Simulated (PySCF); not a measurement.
C2H8BN3, SMILES B1(NCCN1)N.

Coordinates come from a B3LYP-D3(BJ)/def2-SVP optimisation. This is a generated structure with no PubChem entry under its InChIKey; it may be hypothetical. Other conformers were not sampled.

Method: TDA-LC-ωPBE/def2-SVPD run with PySCF.

Vertical excitations. The molecule is in vacuum. State labels are in the subgroup C2.

| state | symmetry | energy (eV) | λ (nm) | f | main pairs |
|---|---|---|---|---|---|
| S1 | A | 6.27 | 198 | 0.000 | HOMO→LUMO 77 % |
| S2 | B | 6.49 | 191 | 0.005 | HOMO−1→LUMO 79 % |
| S3 | B | 7.29 | 170 | 0.013 | HOMO→LUMO+2 53 %, HOMO−1→LUMO+1 16 %, HOMO−2→LUMO 10 %, HOMO−1→LUMO+4 9 % |
| S4 | A | 7.43 | 167 | 0.001 | HOMO→LUMO+1 83 % |
| S5 | A | 7.97 | 156 | 0.002 | HOMO→LUMO+5 38 %, HOMO−1→LUMO+2 29 %, HOMO−1→LUMO+3 10 %, HOMO→LUMO+4 8 % |
| S6 | B | 8.21 | 151 | 0.043 | HOMO→LUMO+3 29 %, HOMO−1→LUMO+1 27 %, HOMO→LUMO+7 13 %, HOMO−1→LUMO+5 10 % |
| S7 | B | 8.28 | 150 | 0.074 | HOMO→LUMO+6 51 %, HOMO−1→LUMO+1 12 %, HOMO→LUMO+2 9 %, HOMO→LUMO+3 9 % |
| S8 | B | 8.39 | 148 | 0.079 | HOMO→LUMO+3 31 %, HOMO→LUMO+8 19 %, HOMO→LUMO+6 13 %, HOMO→LUMO+7 9 % |
| S9 | A | 8.43 | 147 | 0.001 | HOMO−1→LUMO+3 37 %, HOMO−1→LUMO+7 14 %, HOMO→LUMO+4 13 %, HOMO→LUMO+5 11 % |
| S10 | B | 8.62 | 144 | 0.056 | HOMO→LUMO+7 28 %, HOMO→LUMO+6 21 %, HOMO→LUMO+8 17 %, HOMO−1→LUMO+4 10 % |
| T1 | A | 6.04 | 205 | 0 | HOMO→LUMO 71 % |
| T2 | B | 6.22 | 199 | 0 | HOMO−1→LUMO 73 % |
| T3 | B | 6.94 | 179 | 0 | HOMO→LUMO+2 42 %, HOMO−1→LUMO+1 15 %, HOMO−1→LUMO+4 13 %, HOMO−2→LUMO 12 % |
| T4 | A | 7.25 | 171 | 0 | HOMO→LUMO+1 76 % |
Triplets are in the Tamm–Dancoff approximation.
